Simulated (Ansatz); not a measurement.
`O[Si]1(Cl)BN1` + H₂ → `O[SiH]1BN1` + HCl at 298.15 K and 1 bar (hydrogenolysis of the Si–Cl bond).

Gas-phase electronic energies from Ansatz, PBE0-D4/def2-TZVP geometries. CBS: MP2 limit from def2 TZ/QZ plus the TZ coupled-cluster correction, frozen cores. This one scheme is used for every species. Each species was taken in one conformer, which may not be the lowest.

```json
{"species": "`O[Si]1(Cl)BN1`", "CCSD(T)/CBS energy (Eh)": "-905.44476", "H − E (kJ/mol)": "137.5", "S (J/(mol·K))": "328.6"}
{"species": "H₂", "CCSD(T)/CBS energy (Eh)": "-1.17544", "H − E (kJ/mol)": "35.1", "S (J/(mol·K))": "130.4"}
{"species": "`O[SiH]1BN1`", "CCSD(T)/CBS energy (Eh)": "-446.20554", "H − E (kJ/mol)": "150.9", "S (J/(mol·K))": "295.6"}
{"species": "HCl", "CCSD(T)/CBS energy (Eh)": "-460.38127", "H − E (kJ/mol)": "26.6", "S (J/(mol·K))": "186.8"}
```

H − E and S are ideal-gas, rigid-rotor, harmonic terms from PBE0-D4/def2-TZVP, for one conformer and one mirror image of each species. The MP2-based limit puts H₂ 0.8 mEh under its directly extrapolated value; such offsets cancel only in part. 1 Eh = 2625.50 kJ/mol, R = 8.31446 J/(mol·K).

Task: By hand: ΔE, ΔH, ΔS and ΔG.

Result: ΔE = (-446.20554) + (-460.38127) − (-905.44476) − (-1.17544) = 0.03339 Eh = 87.7 kJ/mol. Δ(H − E) = 150.9 + 26.6 − 137.5 − 35.1 = 4.9, so ΔH = 92.6 kJ/mol. ΔS = 295.6 + 186.8 − 328.6 − 130.4 = 23.4 J/(mol·K). ΔG = 92.6 − 298.15 × (23.4)/1000 = 85.6 kJ/mol.

Task: By hand: the equilibrium constant, and the temperature at which ΔG would vanish if ΔH and ΔS stayed fixed.

Result: log₁₀ K = −ΔG/(RT ln 10) = -15.0. ΔG = 0 at ΔH/ΔS = 3957 K, far beyond where these terms or the molecules hold.

ΔH outweighs TΔS. A doubt of 5 kJ/mol in ΔE shifts log₁₀ K by 0.9 here. Other conformers and mirror images would add mixing entropy, several J/(mol·K) or more a flexible species. These are equilibria of isolated gas molecules and say nothing of rates. Largest T1 diagnostic: 0.014 (customary marks: 0.02 for closed shells, 0.045 for open ones).
